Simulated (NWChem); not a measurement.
Molecule: MoNH$_{3}$S$_{2}$O; SMILES [NH]=[Mo]([OH])(=[S])[SH]

```xyz
8

Mo     0.2476    -0.1014    -0.0464
N      0.8611    -0.0428    -1.6420
H      0.8635    -0.3345    -2.6199
S     -1.2320    -1.6035     0.1253
O      1.6241    -0.3735     1.1872
H      2.5599    -0.2912     0.9670
S     -0.7328     2.0064     0.1441
H     -1.4068     1.7256     1.2854
```
Atoms are numbered in this order, from 1.

Results from NWChem. Structure relaxed at the PBE0/def2-SVP level. Not confirmed as a minimum by frequencies. def2 effective core potentials on Mo; no spin-orbit coupling. Total energies compare along this basis series because the functional is fixed.

```csv
level,basis functions,energy (Ha),highest occupied level (eV),orbital gap (eV),dipole (D)
Hartree-Fock/def2-SVP,110,-993.3193,-9.88,10.54,2.49
Hartree-Fock/def2-SVPD,155,-993.3425,-9.94,?,2.53
Hartree-Fock/def2-TZVP,194,-993.7816,-9.89,10.46,2.52
Hartree-Fock/def2-TZVPP,244,-993.7915,-9.89,10.51,2.51
```

**Question.** Fill in the missing entries.

**Answer.** 
- Hartree-Fock/def2-SVPD, orbital gap (eV): 10.27
